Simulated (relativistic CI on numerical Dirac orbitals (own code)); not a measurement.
Slater and spin-orbit integrals, Sc XVII

Calculated at this level of theory: Dirac-Coulomb-Breit CI, orbitals from a KLI potential per configuration, QED by a radiative potential, unscaled Slater integrals (own radial code, finite nucleus).

Slater integrals F^k, G^k are unscaled and averaged over j, outside the closed core 1s2; ζ comes from projecting the Hamiltonian with its Breit term on Σ l·s of the shell.

- 2s²2p: ζ(2p) = 31104 cm⁻¹; <r>(2p) = 0.2679, <r^2>(2p) = 0.08679 (bohr units).
- 2s2p²: F^2(2p,2p) = 355600, G^1(2s,2p) = 384550, ζ(2p) = 30712 cm⁻¹; <r>(2s) = 0.3106, <r^2>(2s) = 0.1129, <r>(2p) = 0.2685, <r^2>(2p) = 0.08719 (bohr units).
- 2p³: F^2(2p,2p) = 353980, ζ(2p) = 30339 cm⁻¹; <r>(2p) = 0.2697, <r^2>(2p) = 0.08797 (bohr units).

Averages of the first 10 configurations, taken without configuration mixing, which lowers the lowest level and can move excited configurations by several eV; other configurations of the list can lie among them:

| Configuration | Parity | States | Average energy above the lowest level (eV) |
| --- | --- | --- | --- |
| 2s²2p | odd | 6 | 7.9 |
| 2s2p² | even | 30 | 60.1 |
| 2p³ | odd | 20 | 127.5 |
| 2p²3s | even | 30 | 718.6 |
| 2p²3p | odd | 90 | 735.1 |
| 2p²3d | even | 150 | 750.1 |
| 2s²3s | even | 2 | 619.6 |
| 2s²3p | odd | 6 | 638.2 |
| 2s²3d | even | 10 | 653.5 |
| 2s2p3s | odd | 24 | 661.3 |
